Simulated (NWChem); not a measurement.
System: C4H7F; SMILES C=C(F)CC

```xyz
12

C     -0.9801     1.5563    -0.1703
C     -0.1014     0.5827     0.0537
F      1.2016     0.7986    -0.1853
C     -0.3583    -0.7984     0.5533
C      0.1135    -1.8812    -0.4126
H     -0.6501     2.5291    -0.5384
H     -2.0409     1.3905     0.0168
H     -1.4332    -0.8995     0.7640
H      0.1676    -0.9132     1.5181
H      1.1868    -1.7728    -0.6263
H     -0.0490    -2.8828     0.0116
H     -0.4286    -1.8228    -1.3687
```
Atoms are numbered in this order, from 1.

All runs: NWChem. Pople sets run with spherical d functions. Structure relaxed at the PBE0/def2-SVP level. Isolated, static molecule.

GIAO at B3LYP/6-31G*: principal shieldings of C1 are 19.9, 131.8, 161.5 ppm; an isolated tetramethylsilane molecule has σ = 189.5 ppm at the same levels.

Problem. Find the isotropic 13C shift, its principal values, the span and the skew.

Solution. 
1. σ(iso) = one third of the sum = 104.4 ppm.
2. δ = σ(reference) − σ = 85.1 ppm against tetramethylsilane.
3. δ11, δ22, δ33 = 169.6, 57.7, 28.0 ppm.
4. Span Ω = δ11 − δ33 = 141.6 ppm; skew κ = 3(δ22 − δ(iso))/Ω = -0.58.
